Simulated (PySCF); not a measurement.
PySCF input file for CH₃AlF₂, SMILES [CH3][Al]([F])[F], PBE/pcJ-1. Geometry optimised at B3LYP-D3(BJ)/def2-SVP. The isomer is the one that the SMILES or the coordinates give; other isomers of the formula were not compared.

```python
import numpy as np
from pyscf import gto, scf, dft
from pyscf.prop.ssc import rks as ssc

mol = gto.M(
    atom='''
    Al    0.04967805    0.04345463    0.00029034
    C    -1.48152727   -1.13317637   -0.03825259
    H    -1.27416685   -2.01353333   -0.66948781
    H    -2.37902047   -0.63129983   -0.43083710
    H    -1.70753690   -1.50980426    0.97315859
    F    -0.00491823    1.60448592   -0.56450672
    F     1.51648190   -0.45017642    0.60371866
    ''',
    basis='pcJ-1',
    charge=0,
    spin=0,
    max_memory=1600,
    verbose=3,
)
mf = dft.RKS(mol, xc='pbe')
mf.grids.level = 3
mf.conv_tol = 1e-10
mf.max_cycle = 100
mf.kernel()
j = ssc.SSC(mf)
j.with_fcsd = True
j.max_cycle_cphf = 80
j.conv_tol = 1e-7
e11 = j.kernel()
```

Program output:

```
converged SCF energy = -480.159256328077
Reduced spin-spin coupling constant K (Hz)
               #0        #1        #2        #3        #4
        0 Al   0.00000
        1 C   73.52901   0.00000
        2 H   -0.90980  15.08764   0.00000
        3 H   -0.98474  15.81372  -0.41043   0.00000
        4 H   -0.90990  15.17693  -0.46663  -0.40381   0.00000
        5 F  -58.75253   1.60066   0.15157  -0.17209   0.18166
        6 F  -58.54309   1.49823  -0.09641   0.38777  -0.10953
               #5        #6
        5 F    0.00000
        6 F   -6.57296   0.00000
Spin-spin coupling constant J (Hz)
               #0        #1        #2        #3        #4
        0 Al   0.00000
        1 C  150.46021   0.00000
        2 H   -7.40226 118.39143   0.00000
        3 H   -8.01195 124.08890 -12.80531   0.00000
        4 H   -7.40306 119.09206 -14.55885 -12.59887   0.00000
        5 F  -449.95230  11.82276   4.45141  -5.05388   5.33489
        6 F  -448.34836  11.06625  -2.83123  11.38802  -3.21677
               #5        #6
        5 F    0.00000
        6 F  -181.70154   0.00000
```

The calculation finished and met its thresholds.
